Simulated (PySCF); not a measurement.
**Cl²⁺: ionisation energy**

Cl²⁺ [Ne] 3s2 3p3 (4S) → Cl³⁺ [Ne] 3s2 3p2 (3P), as a difference of total energies. Computed with PySCF 2.14 in def2-QZVPPD, with the non-relativistic Hamiltonian (point nucleus). Correlated levels: valence and next inner shell: 1s2 frozen. The calculations carry no spin-orbit coupling.

```tsv
method	ionisation energy (eV)
UHF	38.961
MP2 (valence and next inner shell)	39.690
SCS-MP2 (valence and next inner shell)	39.483
CCSD (valence and next inner shell)	39.594
CCSD(T) (valence and next inner shell)	39.635
```

Q: How much does correlation contribute at CCSD(T) (valence and next inner shell)?

A: 39.635 − (38.961) = 0.674 eV, measured against UHF.

A first-order spin-orbit estimate (lowest level to lowest level, LS coupling) adds -0.100 eV.

Errors of the correlated levels include the incompleteness of this basis and the frozen core.

For comparison: 39.8 ± 0.11 eV (semi-empirical (NIST evaluation); NIST Atomic Spectra Database, ionization energies).
